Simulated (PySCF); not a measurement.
# Reading the logs of faulty runs: BF2O anion

Calculated results; nothing here was measured. The program is PySCF 2.14.0, an open-source quantum chemistry code, run on an isolated molecule that a program drew, which may never have been made. The molecule is BF2O anion (charge -1, singlet), drawn as the SMILES string `[O-]B(F)F`.

Each row is a Hartree-Fock (HF) and frozen-core CCSD(T) single point in the aug-cc-pVDZ basis, meant for a local HF minimum. Run 1 is clean. Each other run has one planted mistake out of seven kinds, and not every kind appears here: one electron removed, one electron added, multiplicity raised by two, geometry at a saddle point, minimal basis STO-3G, one bond length entered in bohr, all coordinates scaled. The reference is restricted for singlets and unrestricted otherwise, and also for a bond in bohr. Adding or removing an electron swaps singlet and doublet. Electrons count all cores. HOMO and LUMO are orbital energies over both spins, the gradient is its largest component, and the lowest frequency (negative if imaginary) is given only where the gradient is small. Bond lengths are over the 3 bonds as drawn. T1 is the CCSD diagnostic: over 0.02 (restricted) or 0.045 (unrestricted) a single reference is doubtful.

Geometry of the clean run:
```xyz
4
BF2O anion, angstrom
O     0.9814    2.4950   -0.9341
B     1.3522    1.2933   -0.9881
F     1.1461    0.3962   -2.0418
F     2.0536    0.5847   -0.0065
```

| run | electrons | basis functions | <S^2> | HOMO (eV) | LUMO (eV) | gradient (hartree/bohr) | lowest frequency (cm^-1) | mean bond (Å) | longest bond (Å) | T1 | HF (hartree) | CCSD(T) (hartree) | mistake |
|---|---|---|---|---|---|---|---|---|---|---|---|---|---|
| 1 | 32 | 92 | 0.000 | -5.79 | 4.94 | 2.7e-05 | 494 | 1.3523 | 1.399 | 0.0161 | -298.65857 | -299.37797 | no fault |
| 2 | 32 | 92 | 0.000 | -5.70 | 4.92 | 6.2e-02 | - | 1.3131 | 1.359 | 0.0155 | -298.65381 | -299.36690 | all coordinates scaled |
| 3 | 32 | 92 | 0.833 | -3.30 | 4.60 | 3.1e-02 | - | 1.7256 | 2.379 | 0.0547 | -298.43379 | -299.15038 | one bond length entered in bohr |
| 4 | 32 | 92 | 2.006 | 1.14 | 3.97 | 1.7e-01 | - | 1.3523 | 1.399 | 0.0311 | -298.51652 | -299.18850 | multiplicity raised by two |
| 5 | 31 | 92 | 0.757 | -16.57 | -0.54 | 1.9e-01 | - | 1.3523 | 1.399 | 0.0185 | -298.55918 | -299.22171 | ? |
| 6 | 32 | 20 | 0.000 | 0.78 | 20.37 | 2.8e-02 | - | 1.3523 | 1.399 | 0.0137 | -294.27453 | -294.40993 | ? |

**Which mistake was planted in run 5, and what did it cost?**

It counts 31 electrons, one fewer than the clean run, at the same geometry and basis. So the mistake is: one electron removed. Subtracting run 1 and multiplying by 627.51 kcal/mol a hartree, the energy moved by 62.4 kcal/mol in HF and 98.1 kcal/mol in CCSD(T).

**Which mistake was planted in run 6, and what did it cost?**

It has 20 basis functions where the clean run has 92, with the same electrons and geometry. So the mistake is: minimal basis STO-3G. Subtracting run 1 and multiplying by 627.51 kcal/mol a hartree, the energy moved by 2751.0 kcal/mol in HF and 3117.5 kcal/mol in CCSD(T).

Cautions from the logs. Run 3: T1 is over the limit, so its CCSD(T) energy is less reliable; run 4: the HOMO is above zero, so the electron isn't bound and the energy depends on the basis; run 6: the HOMO is above zero, so the electron isn't bound and the energy depends on the basis.
